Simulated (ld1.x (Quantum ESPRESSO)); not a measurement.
# Cr (Z = 24), TM: configuration errors across variants

chromium, norm-conserving Troullier–Martins (Kleinman–Bylander form), made with ld1.x (Quantum ESPRESSO) 7.5 (LDA (PZ), scalar-relativistic). Core [Ar], reference 3d5 4s0.5 4p0.5. Waves: 4s (bound): rc 2.40 bohr; 4p (bound): rc 2.55 bohr; 3d (bound): rc 2.05 bohr. Local part: the d channel. Core correction: none.

All-electron excitation energies from the reference (eV): (1) 3d5 4s1 4p0 -1.576; (2) 3d5 4s0 4p0 5.564; (3) 3d4 4s0 4p0 21.907; (4) 3d4 4s1 4p0 6.676; (5) 3d3 4s0 4p0 52.933; (6) 3d5 4s0.5 4p0.5 spin -4.813; (7) 3d5 4s1 4p0 spin -6.493.

Spin tests fill each open shell by Hund’s rule, majority spin first.

Tests that are not counted but printed errors over 1 eV. “base”: 3d5.5 4s0.5 4p0 (solver errors, printed error -168 eV); 3d4 4s1 4p1 (solver errors, printed error -2.5 eV). “wave 3d (bound): rc 2.05 bohr becomes 3d (bound): rc 1.78 bohr”: 3d5.5 4s0.5 4p0 (solver errors, printed error -172 eV). “wave 3d (bound): rc 2.05 bohr becomes 3d (bound): rc 2.00 bohr”: 3d5.5 4s0.5 4p0 (solver errors, printed error -173 eV); 3d4 4s1 4p1 (solver errors, printed error -2.5 eV). “wave 3d (bound): rc 2.05 bohr becomes 3d (bound): rc 2.14 bohr”: 3d5.5 4s0.5 4p0 (solver errors, printed error -167 eV); 3d4 4s1 4p1 (solver errors, printed error -199 eV). “wave 3d (bound): rc 2.05 bohr becomes 3d (bound): rc 2.68 bohr”: 3d5.5 4s0.5 4p0 (solver errors, printed error -165 eV).

1 further variants failed, have other tests or too few solved ones, and are left out.

A true bound ghost makes a file unfit for plane-wave use even where its test errors are small: the radial tests pick states by their node count and pass the ghost by. Where a test does run into it, the solver fails or the error is huge.

Errors AE − PS in meV (a dash: test not solved or not reliable):

| change | (1) | (2) | (3) | (4) | (5) | (6) | (7) | bound ghosts |
| --- | --- | --- | --- | --- | --- | --- | --- | --- |
| base | +1.1 | +1.5 | -34 | -66 | -216 | +5573 | +5550 | s, p |
| wave 3d (bound): rc 2.05 bohr becomes 3d (bound): rc 1.36 bohr | +0.5 | -3.9 | +21 | -56 | -259 | +6046 | +6021 | s, p |
| wave 3d (bound): rc 2.05 bohr becomes 3d (bound): rc 1.62 bohr | +0.7 | -2.9 | +5.4 | -64 | -274 | +5933 | +5908 | s, p |
| wave 3d (bound): rc 2.05 bohr becomes 3d (bound): rc 1.78 bohr | +0.8 | -1.6 | -7.7 | -67 | -270 | +5821 | +5797 | s, p |
| wave 3d (bound): rc 2.05 bohr becomes 3d (bound): rc 2.00 bohr | +1.1 | +0.8 | -29 | -66 | -231 | +5622 | +5598 | s, p |
| wave 3d (bound): rc 2.05 bohr becomes 3d (bound): rc 2.14 bohr | +1.3 | +2.8 | -44 | -63 | -176 | +5467 | +5445 | s, p |
| wave 3d (bound): rc 2.05 bohr becomes 3d (bound): rc 2.68 bohr | +1.5 | +8.4 | -83 | -19 | +247 | +4841 | +4831 | s |
| wave 3d (bound): rc 2.05 bohr becomes 3d (bound): rc 3.06 bohr | +1.1 | +8.0 | -80 | +35 | +721 | +4397 | +4399 | s |

**Question.** Give the same row for: wave 3d (bound): rc 2.05 bohr becomes 3d (bound): rc 2.84 bohr.

**Answer.** +1.3, +8.9, -85, -0.6, +412, +4671, +4665; bound ghosts: s.
